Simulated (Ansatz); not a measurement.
The same redistribution along the group Mg, Zn, Cd.

Calculated with Ansatz (gas phase, PBE0-D4/def2-TZVP geometries, no zero-point term in ΔE). CBS: MP2 limit from def2 TZ/QZ plus the TZ coupled-cluster correction, frozen cores. DFT in def2-TZVPP. def2 core potentials past Kr. For Cd, Mg, Zn outer-core shells are correlated without core-valence functions, which leaves a few kJ/mol of doubt a bond. Scalar relativity is left out up to krypton. Each species was taken in one conformer, which may not be the lowest.

```
                                                                      reaction  RPA@PBE/def2-TZVPP (kcal/mol)  B2PLYP (kcal/mol)  r2SCAN-D4 (kcal/mol)  PBE0-D4 (kcal/mol)
`[OH][Mg][O][SiH3]` + `[SiH3]BO[SiH3]` → `[SiH3][O][Mg][O][SiH3]` + `OB[SiH3]`                          -10.5               -9.6                  -9.8                -9.6
`[OH][Zn][O][SiH3]` + `[SiH3]BO[SiH3]` → `[SiH3][O][Zn][O][SiH3]` + `OB[SiH3]`                           -6.3               -6.0                  -5.9                -6.0
`[OH][Cd][O][SiH3]` + `[SiH3]BO[SiH3]` → `[SiH3][O][Cd][O][SiH3]` + `OB[SiH3]`                           -6.4               -5.8                  -5.7                -5.9
```

(1) Give the CCSD(T)/CBS values in the same order. (An estimate is asked.)

Largest T1 diagnostic: 0.016, for `[OH][Zn][O][SiH3]`.

Results:

(1) The calculation gave: -10.3, -6.0, -5.5 kcal/mol.
